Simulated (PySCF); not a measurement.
## Cd³⁶⁺ (cadmium, charge +36) across methods

[Ne] 3s2, closed-shell 1S. All numbers are calculated (PySCF 2.14, no relativity, point nucleus, in an uncontracted even-tempered set (16 s from 6.2 bohr⁻², ratio 2.5; 10 p from 8.1 bohr⁻², ratio 2.5; 4 d from 30 bohr⁻², ratio 2.7; 4 f from 45 bohr⁻², ratio 2.7)). The B2PLYP total includes its PT2 part (frozen core); its orbital energies are those of the SCF part.

```csv
method,E (hartree),mean ε 2s (eV),mean ε 2p (eV),mean ε 3s (eV),Σ⟨r²⟩ (bohr²),⟨S²⟩
revPBE,-4378.41,-5751.9,-5527.8,-2324.2,0.3815,0.000
PBE,-4378.07,-5751.5,-5527.8,-2324.4,0.3815,0.000
PBE0,-4378.20,-5783.6,-5553.5,-2331.2,0.3816,0.000
r2SCAN,-4378.44,-5768.7,-5540.0,-2324.8,0.3820,0.000
B2PLYP,-4378.62,-5819.0,-5582.1,-2338.7,0.3817,0.000
UHF,-4378.06265,-5877.9,-5628.9,-2350.3,0.3819,0.000
```

(1) Estimate the same row for LDA.

A non-relativistic calculation at this Z misses sizeable relativistic shifts.

## Answers

(1) E (hartree) = -4373.19; mean ε 2s (eV) = -5746.0; mean ε 2p (eV) = -5525.0; mean ε 3s (eV) = -2323.7; Σ⟨r²⟩ (bohr²) = 0.3817; ⟨S²⟩ = 0.000.
